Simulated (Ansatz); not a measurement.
Geometry optimisation, RKS B3LYP/def2-SVP (Ansatz 0.2.0).

Input file:

```yaml
crystal:
  periodic: [false, false, false]
  atoms:
    - { symbol: C, position_ang: [-2.0561, -0.769, -0.2117] }
    - { symbol: O, position_ang: [-1.3432, -1.2065, 0.8556] }
    - { symbol: B, position_ang: [0.054, -1.0402, 0.5136] }
    - { symbol: C, position_ang: [0.91354, -2.1634, -0.34221] }
    - { symbol: F, position_ang: [1.3196, -1.651, -1.49229] }
    - { symbol: Ge, position_ang: [2.35019, -2.81794, 0.75219] }
    - { symbol: H, position_ang: [-1.9128, 0.3677, -0.388] }
    - { symbol: H, position_ang: [-1.8691, -1.2845, -1.1634] }
    - { symbol: H, position_ang: [-3.1742, -0.8401, 0.0644] }
    - { symbol: H, position_ang: [0.62573, -0.0309, 0.74475] }
    - { symbol: H, position_ang: [0.14096, -3.02103, -0.52888] }
    - { symbol: H, position_ang: [3.10512, -3.91912, -0.05051] }
    - { symbol: H, position_ang: [1.79243, -3.40803, 2.12937] }
    - { symbol: H, position_ang: [3.28621, -1.64241, 1.0274] }
basis:
  gaussian: { orbitals: def2-SVP }
hamiltonian:
  xc: b3lyp
relax:
  f_tol: 0.015
  max_steps: 40
```

Run as:

```bash
$ ansatz run input.yaml --threads 2 --pin off --max-ram 3072MiB --backend cpu --events-out ev --progress --plain --runs-dir out
```

Q: Where does it end, and by what steps?

A: It converged. The force dipped under the threshold on the way, but the program's further checks kept it going. After 21 steps the energy has fallen by 1.565 eV; H9 moved furthest, 1.48 Å.

```
step  energy less start (eV)  largest force component (eV/Å)  accepted
   0                  0.0000                           4.537       yes
   1                 -0.5807                           1.659       yes
   2                 -0.7668                           0.466       yes
   3                 -0.8375                           0.773       yes
   4                 -0.9433                           0.913       yes
   5                 -1.0935                           0.964       yes
   6                 -1.2464                           0.814       yes
   7                 -1.3672                           0.583       yes
   8                 -1.4719                           0.478       yes
   9                 -1.5262                           0.198       yes
  10                 -1.5370                           0.134       yes
  11                 -1.5492                           0.186       yes
  12                 -1.5529                           0.109       yes
  13                 -1.5598                           0.058       yes
  14                 -1.5606                           0.195       yes
  15                 -1.5633                           0.032       yes
  16                 -1.5640                           0.021       yes
  17                 -1.5645                           0.086       yes
  18                 -1.5650                           0.030       yes
  19                 -1.5651                           0.013       yes
  20                 -1.5652                           0.008       yes
  21                 -1.5652                           0.011       yes
```

```xyz
14
Properties=species:S:1:pos:R:3
C -2.132 -0.702 0.266
O -1.037 -1.545 -0.042
B 0.150 -1.097 -0.498
C 1.289 -2.148 -0.741
F 2.378 -1.594 -1.429
Ge 2.006 -2.852 0.991
H -1.894 0.358 0.074
H -2.999 -0.996 -0.347
H -2.399 -0.827 1.328
H 0.341 0.087 -0.674
H 0.927 -3.027 -1.306
H 3.233 -3.730 0.682
H 0.929 -3.681 1.721
H 2.441 -1.672 1.884
```

Run time: 2.3 min on 2 threads of Arm Neoverse V1, with other jobs on the host, peak memory 0.43 GiB.
